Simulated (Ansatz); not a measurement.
H6AlSi2, SMILES `[SiH3][Al-][SiH3]` (excited triplet) (charge -1, multiplicity 3). This triplet is an excited state, 0.60 eV above the relaxed singlet at the level frozen-core CCSD(T)/aug-cc-pVDZ // B3LYP-D3(BJ)/def2-TZVPD (Ansatz, a first-principles code).

Method: r2SCAN/aug-cc-pVTZ // B3LYP-D3(BJ)/def2-TZVPD run with Ansatz.

Ansatz 0.2 input:
```yaml
crystal:
  periodic: [false, false, false]
  atoms:
    - { symbol: Si, position_ang: [2.043896, -0.288132, -0.507382] }
    - { symbol: Al, position_ang: [0.045573, 1.138866, -0.65102] }
    - { symbol: Si, position_ang: [-2.039824, 0.399249, 0.423387] }
    - { symbol: H, position_ang: [3.229916, 0.317082, -1.202991] }
    - { symbol: H, position_ang: [1.965537, -1.663232, -1.120568] }
    - { symbol: H, position_ang: [2.583625, -0.592498, 0.86697] }
    - { symbol: H, position_ang: [-3.151725, 1.396309, 0.261116] }
    - { symbol: H, position_ang: [-2.011194, 0.171682, 1.913407] }
    - { symbol: H, position_ang: [-2.665804, -0.879327, -0.072958] }
basis:
  gaussian: { orbitals: aug-cc-pVTZ }
hamiltonian:
  xc: r2scan
total_charge: -1
magnetization:
  spin_polarized: true
  initial_magnetization: 2
```

Output:

```
Functional definition: r2SCAN
1404 factors; their error is unknown
mean field evaluation 1: about -22446.9879 eV, gradient 1.2e1 eV
mean field evaluation 2: about -22447.5256 eV, gradient 9.5e0 eV
mean field evaluation 4: about -22448.3558 eV, gradient 6.6e-1 eV
mean field evaluation 8: about -22448.3373 eV, gradient 1.2e-1 eV
mean field evaluation 16: about -22448.3374 eV, gradient 5.9e-5 eV
mean field -22448.33736181 eV, -824.9611820171 hartree, gradient 5.9e-5 eV, S^2 2.008726; 0 other end points of the search recorded, 0 dependent functions left out
reference -22448.33745111 eV, -824.9611852986 hartree; 25, 23 occupied and 263, 265 virtual orbitals, 1404 factors
Total energy: -22448.33745111 eV, -824.9611852986 hartree
```
